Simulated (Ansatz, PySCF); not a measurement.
Gas-phase reaction in SMILES: [CH2][SiH](C)N[SiH3] -> C[Si](C)N[SiH3]
Structures are relaxed separately at B3LYP-D3(BJ)/def2-TZVP in Ansatz (a first-principles code), one conformer each, not searched for the lowest. Frequencies are from Ansatz or PySCF.

Property: isomerisation energy (0 K, with B3LYP-D3(BJ) harmonic zero-point energies), in eV. Correlated levels leave the core frozen unless marked. Open shells are spin-unrestricted. No spin-orbit coupling. Non-relativistic unless marked X2C. CBS marks a two-point X^-3 extrapolation of the correlation energy; Hartree-Fock from the larger set.

```csv
level,program,isomerisation energy (eV)
BHLYP-D4/def2-TZVPD,Ansatz + dftd4,-0.22
HSE06/def2-TZVPD,Ansatz,[?]
LC-wPBE-D4/def2-TZVPD,Ansatz + dftd4,[?]
RPA@PBE/cc-pV(Q+d)Z,Ansatz,[?]
X2C-CCSD(T)/cc-pVTZ-DK,Ansatz,-0.35
"CCSD(T)/CBS(cc-pV(T+d)Z,cc-pV(Q+d)Z)",Ansatz,-0.31
```

### Question
What belongs in the gaps?

### Answer

- HSE06/def2-TZVPD, isomerisation energy (eV): -0.42
- LC-wPBE-D4/def2-TZVPD, isomerisation energy (eV): -0.36
- RPA@PBE/cc-pV(Q+d)Z, isomerisation energy (eV): -0.32
